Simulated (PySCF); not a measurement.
# Which determinant of InSb lies lowest?

Unrestricted PBE0; basis In def2-TZVPPD with ECP28, Sb def2-TZVPPD with ECP28; scalar-relativistic core potentials; PySCF 2.14. Outer shells of the fragments: In 4d10 5s2 5p1; Sb 4d10 5s2 5p3.

Followed along the bond (rough minima from three points):

```tsv
2Ms+1	unpaired	⟨S²⟩ at the start	R at minimum (Å)	Te (eV)
3	π ↑↑	2.01	2.95	0.00
3	σ ↑, π ↑	2.01	2.73	0.24
1	π ↑↓	1.01	2.94	0.27
1	σ ↓, π ↑	1.02	2.71	0.44
1	none	0.00	2.94	1.08
```

Solutions found at the starting distance of 2.755 Å, counted from the lowest of them; the search is not exhaustive and high or unbound solutions are not listed, so other states can lie among these:

```json
{"2Ms+1": "3", "unpaired": "π ↑↑", "term": "³Σ⁻", "E (eV)": "0.00", "⟨S²⟩": "2.01", "⟨Lz²⟩": "0.00", "μ (D)": "-1.10"}
{"2Ms+1": "3", "unpaired": "σ ↑, π ↑", "term": "³Π", "E (eV)": "0.15", "⟨S²⟩": "2.01", "⟨Lz²⟩": "1.02", "μ (D)": "-2.62"}
{"2Ms+1": "1", "unpaired": "π ↑↓", "term": "mixed", "E (eV)": "0.27", "⟨S²⟩": "1.01", "⟨Lz²⟩": "2.02", "μ (D)": "-1.05"}
{"2Ms+1": "1", "unpaired": "σ ↓, π ↑", "term": "mixed", "E (eV)": "0.35", "⟨S²⟩": "1.02", "⟨Lz²⟩": "1.02", "μ (D)": "-2.65"}
{"2Ms+1": "1", "unpaired": "none", "term": "mixed", "E (eV)": "1.08", "⟨S²⟩": "0.00", "⟨Lz²⟩": "2.01", "μ (D)": "-0.79"}
{"2Ms+1": "5", "unpaired": "σ ↑, π ↑↑↑", "term": "⁵Π", "E (eV)": "1.67", "⟨S²⟩": "6.01", "⟨Lz²⟩": "1.00", "μ (D)": "1.24"}
{"2Ms+1": "3", "unpaired": "σ ↑, π ↑↑↓", "term": "mixed", "E (eV)": "2.16", "⟨S²⟩": "3.02", "⟨Lz²⟩": "3.03", "μ (D)": "1.13"}
{"2Ms+1": "3", "unpaired": "σ ↓, π ↑↑↑", "term": "mixed", "E (eV)": "2.25", "⟨S²⟩": "3.02", "⟨Lz²⟩": "1.01", "μ (D)": "1.31"}
{"2Ms+1": "3", "unpaired": "π ↑↑", "term": "mixed", "E (eV)": "2.78", "⟨S²⟩": "2.01", "⟨Lz²⟩": "2.01", "μ (D)": "-0.87"}
{"2Ms+1": "3", "unpaired": "π ↑↑", "term": "mixed", "E (eV)": "3.02", "⟨S²⟩": "2.01", "⟨Lz²⟩": "2.01", "μ (D)": "-1.07"}
{"2Ms+1": "5", "unpaired": "σ ↑↑, π ↑↑", "term": "⁵Σ⁻", "E (eV)": "3.54", "⟨S²⟩": "6.00", "⟨Lz²⟩": "0.00", "μ (D)": "1.65"}
{"2Ms+1": "3", "unpaired": "π ↑↑", "term": "mixed", "E (eV)": "3.70", "⟨S²⟩": "2.01", "⟨Lz²⟩": "2.01", "μ (D)": "4.09"}
{"2Ms+1": "3", "unpaired": "σ ↑↑, π ↑↓", "term": "mixed", "E (eV)": "4.11", "⟨S²⟩": "3.01", "⟨Lz²⟩": "2.02", "μ (D)": "1.77"}
{"2Ms+1": "1", "unpaired": "σ ↓↓, π ↑↑", "term": "mixed", "E (eV)": "4.12", "⟨S²⟩": "2.01", "⟨Lz²⟩": "0.00", "μ (D)": "1.97"}
```

A term symbol is given only where ⟨S²⟩ and ⟨Lz²⟩ are close to those of a pure state; real π, δ and φ orbitals otherwise mix terms. A positive dipole means In(−)Sb(+).

Question: Compare the gap between the two lowest followed solutions at the starting distance with the gap between their minima.

Answer: At PBE0 the second solution (triplet, unpaired electrons σ ↑, π ↑) lies +0.15 eV from the first (triplet, unpaired electrons π ↑↑) at 2.755 Å and +0.24 eV at the minima; the two curves relax by different amounts, since their minima lie near 2.73 and 2.95 Å.

Spin–orbit coupling is left out. Counting both spins, an empty level lies below a filled one in some of these solutions, because spin and occupation are held.
